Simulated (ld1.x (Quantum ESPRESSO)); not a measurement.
Reading a pseudo-wave (rhodium)

Columns: radius, all-electron u(r) and pseudo u(r) of the 5p shell (level -0.80 eV) of rhodium in the configuration [Kr] 4d8 5s1 5p0; PBEsol, scalar-relativistic, TM scheme, ld1.x (Quantum ESPRESSO) 7.5.

| r (bohr) | all-electron | pseudo |
| --- | --- | --- |
| 0.162 | -0.0193 | -0.0015 |
| 0.324 | -0.0898 | -0.0060 |
| 0.486 | 0.0194 | -0.0137 |
| 0.648 | 0.1228 | -0.0247 |
| 0.810 | 0.1608 | -0.0391 |
| 0.972 | 0.1425 | -0.0573 |
| 1.134 | 0.0908 | -0.0793 |
| 1.296 | 0.0244 | -0.1054 |
| 1.458 | -0.0450 | -0.1354 |
| 1.620 | -0.1113 | -0.1687 |
| 1.782 | -0.1716 | -0.2045 |
| 1.944 | -0.2248 | -0.2415 |
| 2.106 | -0.2709 | -0.2782 |
| 2.268 | -0.3103 | -0.3128 |
| 2.430 | -0.3433 | -0.3440 |
| 2.592 | -0.3708 | -0.3709 |
| 2.754 | -0.3932 | -0.3932 |
| 2.916 | -0.4112 | -0.4112 |
| 3.078 | -0.4251 | -0.4251 |
| 3.240 | -0.4356 | -0.4356 |
| 3.402 | -0.4429 | -0.4429 |
| 3.564 | -0.4475 | -0.4475 |
| 3.726 | -0.4497 | -0.4497 |
| 3.888 | -0.4499 | -0.4499 |
| 4.050 | -0.4483 | -0.4483 |
| 4.212 | -0.4451 | -0.4451 |

(1) How many radial nodes do the two functions have?

(2) At about which radius was the pseudo-wave matched?

(3) Where does each function peak?

(4) Is the pseudo-wave norm-conserving?

Answers

(1) The all-electron 5p function has n − l − 1 = 3 (the table is too coarse to show those close to the nucleus); the pseudo-wave has 0, since the states of the same l below it are removed with the core.

(2) 2.98 bohr. The columns agree to 0.0005 from 2.59 bohr on; several derivatives are matched, so the curves merge somewhat inside the radius.

(3) Outermost all-electron maximum near 3.89 bohr, pseudo maximum near 3.89 bohr (to the table’s step).

(4) Yes: the TM scheme keeps the norm inside the radius equal to the all-electron one, which fixes the energy derivative of the logarithmic derivative at the level.
